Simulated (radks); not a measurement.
Values are calculated unless marked as measured or tabulated.
Effect of the nuclear size on the molybdenum ion Mo+, [Kr] 4d5. Code: a radial shooting solver on a logarithmic mesh with Libxc functionals. Model: Dirac Kohn-Sham, PBE, spin-unpolarised, spherical densities, finite nucleus; open shells are shared between the two j in proportion to 2j + 1; Fermi nuclear charge, rms radius 4.4091 fm. The rms radius is varied about that value; shifts are against it.

rms radius (fm)  total energy shift (eV)  density at nucleus (e/bohr^3)  1s1/2 shift (meV)  2s1/2 shift (meV)  4s1/2 shift (meV)
3.8536                            -0.351                      9.219e+04               -148              -15.9             -0.470
4.0916                            -0.206                      9.159e+04              -87.0              -9.33             -0.276
4.4091                                 0                      9.086e+04              0.000              0.000              0.000
4.6296                             0.151                      9.038e+04               63.8               6.84              0.202
4.8941                             0.341                      8.984e+04                144               15.4              0.456

Slopes of the eigenvalues against <r^2> in GHz/fm^2, as finite differences over the two radii next to the reference (eigenvalue slopes, not the field-shift constants of lines): 1s1/2 7770, 2s1/2 833, 4s1/2 24.6.
